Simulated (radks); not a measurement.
Problem. These are the eigenvalues of the occupied orbitals of an atom or ion with whole-number occupations (hartree). All-electron calculation, Dirac Kohn-Sham, PBE, spin-unpolarised, spherical densities, finite nucleus; Fermi nuclear charge, rms radius of each element as measured or else 0.836 A^(1/3) + 0.57 fm. Program: a radial shooting solver on a logarithmic mesh with Libxc functionals.

| orbital | eigenvalue |
|---|---|
| 1s1/2 | -1368.032 |
| 2s1/2 | -216.1509 |
| 2p1/2 | -203.6142 |
| 2p3/2 | -189.5858 |
| 3s1/2 | -45.62724 |
| 3p1/2 | -40.36428 |
| 3p3/2 | -37.65269 |
| 3d3/2 | -28.41808 |
| 3d5/2 | -27.84008 |
| 4s1/2 | -8.95202 |
| 4p1/2 | -7.03875 |
| 4p3/2 | -6.47365 |
| 4d3/2 | -3.34881 |
| 4d5/2 | -3.25276 |
| 5s1/2 | -1.23586 |
| 5p1/2 | -0.74107 |
| 5p3/2 | -0.66496 |
| 6s1/2 | -0.11867 |

Which element is it, and in what charge state? The configuration may be excited. Open shells, if any, fill j = l - 1/2 first.

Solution. Z = 56, barium, charge 0: Ba in [Xe] 6s2. The list shows which subshells hold electrons but not how many an open one holds; the 1s level, -1368 hartree, gives Z - s = 52.3 by -(Z - s)^2/2, which with screening and relativity narrows Z to a few neighbours, and the depths of the outer levels then fix element, charge and occupations together.
